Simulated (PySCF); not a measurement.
C₂H₈AlClO.
Numbering: `[CH3:1][O+:2]([CH3:3])[AlH2-:4][Cl:5]` (hydrogens: H6, H7, H8 on C1; H9, H10, H11 on C3; H12, H13 on Al4)

Structure used (PBE0-D3(BJ)/def2-SVP), in Å, numbered top down from 1:
```
atom  x, y, z in Å
C1    -1.028   -0.867   -0.903
O2    -0.395    0.005    0.031
C3    -0.825    1.361   -0.057
Al4    1.533   -0.298    0.348
Cl5    2.191    0.332   -1.606
H6    -2.115   -0.845   -0.739
H7    -0.782   -0.563   -1.932
H8    -0.640   -1.876   -0.712
H9    -1.914    1.405    0.087
H10   -0.318    1.911    0.744
H11   -0.544    1.784   -1.034
H12    1.548   -1.872    0.575
H13    1.808    0.755    1.508
```

Computed with PBE0-D3(BJ)/def2-SVP geometry optimisation, gas phase (PySCF).

Take the most abundant isotopes and a rigid rotor. The values belong to one conformer with, in the numbering `[CH3:1][O+:2]([CH3:3])[AlH2-:4][Cl:5]`, C1–O2–Al4–Cl5 68°.

Give the principal moments of inertia and the rotational constants in GHz.

Ia = 120.75, Ib = 268.49, Ic = 283.86 u·Å²; 505379 MHz·u·Å²/I gives 4185, 1882 and 1780 MHz, that is A = 4.1855, B = 1.8823, C = 1.7804 GHz.

What kind of rotor is it?

A near-prolate asymmetric top: κ = (2 × 1882 − 4185 − 1780)/(4185 − 1780) = -0.92.

Is it planar, by Δ = Ic − Ia − Ib?

Not planar: Δ = Ic − Ia − Ib = -105.38 u·Å². For a rigid frame Δ = −2 Σ m c², so Σ m c² = 52.69 u·Å² lies off the ab plane: 18.38 from hydrogen and 34.31 from heavier atoms. The atom farthest from that plane is 2.05 Å away.

List the rotational levels J(Ka,Kc) to J = 4 (MHz).

Above 0(0,0):
J = 1: 1(0,1) 3663, 1(1,1) 5966, 1(1,0) 6068
J = 2: 2(0,2) 10985, 2(1,2) 13189, 2(1,1) 13495, 2(2,1) 20405, 2(2,0) 20408
J = 3: 3(0,3) 21960, 3(1,3) 24023, 3(1,2) 24634, 3(2,2) 31393, 3(2,1) 31409, 3(3,1) 43165, 3(3,0) 43165
J = 4: 4(0,4) 36577, 4(1,4) 38463, 4(1,3) 39481, 4(2,3) 46041, 4(2,2) 46090, 4(3,2) 57823, 4(3,1) 57823, 4(4,1) 74296, 4(4,0) 74296
Those of J = 1 are B + C, A + C and A + B.

Which lines would a microwave search look for?

The dipole components are |μa| = 5.00 D, |μb| = 1.91 D, |μc| = 0.08 D. Intensities carry the squares of the components, which stand as 1.00 : 0.15 : 0.00 (a : b : c). Some lines, for components of 0.1 D or more:

```
type  branch         J(Ka,Kc)    MHz  lower level (cm⁻¹)
   b       R  4(2,2) ← 3(3,1)   2925               1.440
   b       R  3(1,2) ← 2(2,1)   4229               0.681
   a       R  2(1,1) ← 1(1,0)   7427               0.202
   b       R  2(1,2) ← 1(0,1)   9527               0.122
   a       R  3(0,3) ← 2(0,2)  10975               0.366
   a       R  3(2,1) ← 2(2,0)  11001               0.681
   b       Q  4(3,1) ← 4(2,2)  11733               1.537
   b       Q  4(3,2) ← 4(2,3)  11782               1.536
   b       R  2(2,0) ← 1(1,1)  14442               0.199
   a       R  4(0,4) ← 3(0,3)  14618               0.732
   a       R  4(2,3) ← 3(2,2)  14648               1.047
   a       R  4(3,1) ← 3(3,0)  14658               1.440
   b       Q  4(4,1) ← 4(3,2)  16473               1.929
   b       R  4(2,3) ← 3(1,2)  21407               0.822
   b       R  3(3,0) ← 2(2,1)  22761               0.681
```

No frequency check. Zero-point vibration and centrifugal distortion are left out. A rigid rotor knows nothing of internal rotation, which can split or shift real lines. Quadrupole hyperfine structure (27Al, 35Cl) is left out.

On one thread, Arm Neoverse V1 (aarch64), shared host, this took 86 s of wall time and 0.52 GiB of memory at its peak. This is the geometry optimisation.
